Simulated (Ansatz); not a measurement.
`NB(F)F` + H₂Se → `NB(F)[SeH]` + H–F at 700 K and 1 bar (ligand exchange at a B–F bond).

Gas-phase electronic energies from Ansatz, PBE0-D4/def2-TZVP geometries. CCSD(T)/CBS adds triple-zeta CCSD(T) − MP2 to the extrapolated MP2 energy (def2 sets, frozen cores). This one scheme is used for every species. For Se outer-core shells are correlated without core-valence functions, which leaves a few kJ/mol of doubt a bond. Scalar relativity is left out up to krypton. One conformer a species, not always the lowest.

| species | CCSD(T)/CBS energy (Eh) | H − E (kJ/mol) | S (J/(mol·K)) |
| --- | --- | --- | --- |
| `NB(F)F` | -280.46129 | 143.7 | 340.7 |
| H₂Se | -2401.89790 | 61.1 | 251.1 |
| `NB(F)[SeH]` | -2581.93092 | 168.4 | 398.7 |
| H–F | -100.39570 | 45.2 | 198.5 |

H − E and S are ideal-gas, rigid-rotor, harmonic terms from PBE0-D4/def2-TZVP, for one conformer and one mirror image of each species. 1 Eh = 2625.50 kJ/mol, R = 8.31446 J/(mol·K).

Problem. By hand: ΔE, ΔH, ΔS and ΔG.

Solution. ΔE = (-2581.93092) + (-100.39570) − (-280.46129) − (-2401.89790) = 0.03257 Eh = 85.5 kJ/mol. Δ(H − E) = 168.4 + 45.2 − 143.7 − 61.1 = 8.8, so ΔH = 94.3 kJ/mol. ΔS = 398.7 + 198.5 − 340.7 − 251.1 = 5.4 J/(mol·K). ΔG = 94.3 − 700 × (5.4)/1000 = 90.5 kJ/mol.

Problem. By hand: the equilibrium constant, and the temperature at which ΔG would vanish if ΔH and ΔS stayed fixed.

Solution. log₁₀ K = −ΔG/(RT ln 10) = -6.8. ΔG = 0 at ΔH/ΔS = 17463 K, far beyond where these terms or the molecules hold.

The number of gas molecules stays the same, so ΔS is small and ΔH decides. A doubt of 5 kJ/mol in ΔE shifts log₁₀ K by 0.4 here. Other conformers and mirror images would add mixing entropy, several J/(mol·K) or more a flexible species. These are equilibria of isolated gas molecules and say nothing of rates. Largest T1 diagnostic: 0.011 (customary marks: 0.02 for closed shells, 0.045 for open ones).
